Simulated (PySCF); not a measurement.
Input of a driver script around PySCF for `C=C(F)[SiH2]N`, coordinates in Å (PBE0-D3(BJ)/def2-SVP geometry):
```
{"job": {"kind": "eom", "basis": "aug-cc-pVDZ", "nee": 0}, "charge": 0, "multiplicity": 1}
C     -1.730532    -0.476585    -0.382693
C     -0.951732     0.603576    -0.421710
F     -1.467956     1.798973    -0.766364
Si     0.893027     0.630541    -0.020569
N      1.324237    -0.884214     0.687720
H     -1.283515    -1.434316    -0.110891
H     -2.796979    -0.427343    -0.620414
H      1.121145     1.838769     0.834409
H      1.699927     0.775945    -1.268009
H      1.048491    -1.125758     1.632111
H      2.193442    -1.333754     0.428135
```

**Question.** What does the run print?

**Answer.** 
```
E(HF) = -522.0741874470
E(MP2) = -522.8372268500
E(CCSD) = -522.8845697920
T1 diagnostic = 0.0130

EOM-IP-CCSD (eV)   Koopmans (eV)
   9.8878      10.1359
   9.9951      11.1702
  11.6973      13.0068
  12.5023      13.3630
  13.7742      15.1595
  14.3218      15.7115
  16.0550      17.6998
  17.0785      18.2288
```

Method: CCSD and EOM-CCSD/aug-cc-pVDZ in PySCF, restricted Hartree–Fock reference, 9 core orbitals frozen, non-relativistic, gas phase, PBE0-D3(BJ)/def2-SVP geometry. Each EOM-IP line stands beside −ε of the orbital with the largest one-hole amplitude.

**Question.** What correlation energies follow, and how does the T1 diagnostic stand?

**Answer.** MP2 -0.76304 Eh, CCSD -0.81038 Eh; CCSD lies 47.3 mEh below MP2. T1 = 0.0130, below the customary warning level of 0.02.

**Question.** Which orbital leads each EOM-IP root, and how large is the one-hole share of its vector?

**Answer.** 9.89 eV: HOMO, one-hole share 0.95; 10.00 eV: HOMO-1, one-hole share 0.95; 11.70 eV: HOMO-2, one-hole share 0.95; 12.50 eV: HOMO-3, one-hole share 0.94; 13.77 eV: HOMO-4, one-hole share 0.94; 14.32 eV: HOMO-5, one-hole share 0.94; 16.05 eV: HOMO-6, one-hole share 0.93; 17.08 eV: HOMO-7, one-hole share 0.95.

Hardware: Intel Xeon 6975P-C, one thread, no GPU (shared host). Cost: 3.7 min of wall time, 3.1 GiB resident at most.

Conformer computed: `[CH2:1]=[C:2]([F:3])[SiH2:4][NH2:5]`: C1–C2–Si4–N5 -11°, H–N5–Si4–C2 -73°, H–N5–Si4–C2 139°.
